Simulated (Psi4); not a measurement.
The Psi4 input:
```
memory 2 GB

molecule {
0 4
  N     0.00000000    0.00000000    0.00000000
}

set basis 6-311g**
set reference uks

energy('pbe0')
print_variables()
```

**Question.** What is the computed total energy (PBE0/6-311G** (Psi4 1.11))?

**Answer.** -54.5385 Eh

**Question.** What is the computed number of basis functions (PBE0/6-311G**)?

**Answer.** 18

These values belong to the state on which the SCF converged, which isn't shown to be the lowest.
